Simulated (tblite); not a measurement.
Method: GFN2-xTB as coded in tblite; computed harmonic values from a numerical Hessian at the method's own geometry, unscaled. The method is semi-empirical: single wavenumbers can be off by several per cent or more. One conformer each. Open shells enter through the occupations alone, without spin polarisation, and single modes of such species can be off by tens of per cent. Thermal functions are those of the rigid rotor and harmonic oscillator, without mixing of conformers.

Problem. Order these by their zero-point energy, highest first (kJ/mol).
A. `CN(C)C1=C/C=C\C=C/C=C\1`
B. `[H]/N=C(\C)C[N]C` [radical]
C. `[H]/N=[C]\CCCN` [radical]
D. `ClC1=CC=CC=N1`
E. `C/C=C1\[CH]C1` [radical]
F. `C=[C]/C=C/C` [radical]

Solution. A (522.9), C (330.6), B (327.9), E (255.4), F (252.6), D (200.2).

```
                 SMILES  atoms  mass (u)  symmetry number  modes under 300 cm⁻¹  ZPE (kJ/mol)  S translation (J/(mol K))  S rotation  S vibration  S spin      S     Cp
CN(C)C1=C/C=C\C=C/C=C\1     24    147.10                1                     9         522.9                      181.9       131.9        240.7     0.0  554.4  290.8
         [H]/N=[C]\CCCN     15     85.08                1                     5         330.6                      175.0       119.4        141.9     5.8  442.1  176.4
       [H]/N=C(\C)C[N]C     15     85.08                1                     5         327.9                      175.0       117.7        135.3     5.8  433.8  175.8
          C/C=C1\[CH]C1     12     67.05                1                     3         255.4                      172.1       111.9         94.8     5.8  384.5  143.0
            C=[C]/C=C/C     12     67.05                1                     4         252.6                      172.1       111.7        105.6     5.8  395.1  144.6
             Clc1ccccn1     11    113.00                1                     2         200.2                      178.6       122.0         82.5     0.0  383.1  144.8
```

Entropies and Cp are for 500 K and 1 bar.
